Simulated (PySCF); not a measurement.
# V (vanadium, neutral) across methods

[Ar] 3d3 4s1 5s1, high-spin 6F determinant (an excited configuration). Computed with PySCF 2.14 in x2c-TZVPPall with one added diffuse shell each of s, p, d, f type (7s6p5d3f1g, 80 functions), with scalar relativity by spin-free X2C-1e.

```
 method  E (hartree)  mean ε 3d α (eV)  mean ε 4s α (eV)  mean ε 5s α (eV)  Σ⟨r²⟩ (bohr²)   ⟨S²⟩
    LDA     -946.784           -10.354            -8.283            -1.544          105.9  8.750
    UHF   -948.00616           -17.753           -10.445            -2.253          113.3  8.752
   MN15     -949.388           -12.751            -8.981            -1.433          104.6  8.751
 r2SCAN     -948.977           -10.914            -8.296            -1.507          109.7  8.751
    PBE     -948.775           -10.352            -8.085            -1.560          108.8  8.750
LC-wPBE     -948.829           -15.120           -10.910            -2.512          111.0  8.751
   PBE0     -948.807           -12.323            -8.764            -1.797          109.9  8.751
  TPSSh     -949.021           -11.257            -8.313            -1.601          111.1  8.751
```

The outer electron is Rydberg-like, and this basis confines it to a smaller radius and binds it less than a complete one would.
